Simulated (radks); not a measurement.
Results of a calculation; reference values are marked as such.
These are the eigenvalues of the occupied orbitals of an atom or ion with whole-number occupations (hartree). Code: a radial shooting solver on a logarithmic mesh with Libxc functionals. Model: Dirac Kohn-Sham, LB94 model potential, spin-unpolarised, spherical densities, finite nucleus; Fermi nuclear charge, rms radius of each element as measured or else 0.836 A^(1/3) + 0.57 fm.

orbital  eigenvalue
1s1/2     -1887.041
2s1/2     -345.8954
2p1/2     -330.9288
2p3/2     -305.0744
3s1/2     -106.8317
3p1/2     -100.3230
3p3/2     -94.90321
3d3/2     -83.74884
3d5/2     -82.54681
4s1/2     -48.06552
4p1/2     -45.40777
4p3/2     -43.77554

Which element is it, and in what charge state? The configuration may be excited. Open shells, if any, fill j = l - 1/2 first.

Answer. Z = 64, gadolinium, charge +30: Gd30+ in [Ar] 3d10 4s2 4p4. The list shows which subshells hold electrons but not how many an open one holds; the 1s level, -1887 hartree, gives Z - s = 61.4 by -(Z - s)^2/2, which with screening and relativity narrows Z to a few neighbours, and the depths of the outer levels then fix element, charge and occupations together.
